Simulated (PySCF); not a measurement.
**Correlation energy of Cl⁺ (chlorine, charge +1)**

[Ne] 3s1 3p5, high-spin 3P determinant (an excited configuration). Calculation: PySCF 2.14, in ANO-RCC-VTZP (5s4p2d1f, 34 functions); scalar relativity by spin-free X2C-1e. Frozen: [Ne]; 6 electrons correlated.

MP2 pair energies summed by pair of shells (mhartree):

| pair | energy | share (%) |
| --- | --- | --- |
| 3p-3p | -154.06 | 89.9 |
| 3s-3p | -17.35 | 10.1 |

Total MP2 correlation energy: -171.41 mhartree.

Same-spin part -32.90 and opposite-spin part -138.51 mhartree; SCS-MP2 scales them by 1/3 and 6/5 to -177.18 mhartree.
